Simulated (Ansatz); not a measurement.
`N[SiH2]O[SiH3]` and `[SiH3]N[SiH2]O[SiH3]` differ in one atom or group.

Ansatz, PBE0-D4/def2-TZVP geometries, multiplicity 1. Each molecule was computed in one conformer, which needn't be the lowest.

```
                                        property  `N[SiH2]O[SiH3]`
             HOMO energy (B3LYP/def2-TZVPP) / eV             -7.60
              HOMO energy (PBE0/def2-TZVPP) / eV             -7.88
size of the dipole moment (B3LYP/def2-TZVPP) / D              1.18
               HOMO energy (PBE/def2-TZVPP) / eV             -6.42
         HOMO–LUMO gap (ωB97M-V/def2-TZVPP) / eV             12.23
            HOMO–LUMO gap (PBE0/def2-TZVPP) / eV              8.19
```

(1) What does the change do to each property? (Estimate.)

Results:

(1) The calculation gave: 
| property | `[SiH3]N[SiH2]O[SiH3]` | shift |
| --- | --- | --- |
| HOMO energy (B3LYP/def2-TZVPP) / eV | -7.64 | -0.04 |
| HOMO energy (PBE0/def2-TZVPP) / eV | -7.88 | 0.00 |
| size of the dipole moment (B3LYP/def2-TZVPP) / D | 1.04 | -0.14 |
| HOMO energy (PBE/def2-TZVPP) / eV | -6.53 | -0.11 |
| HOMO–LUMO gap (ωB97M-V/def2-TZVPP) / eV | 11.75 | -0.48 |
| HOMO–LUMO gap (PBE0/def2-TZVPP) / eV | 7.83 | -0.36 |

Dipoles are sizes alone; their direction can turn.

B3LYP here is the variant with VWN-RPA as its local correlation; programs differ in this.
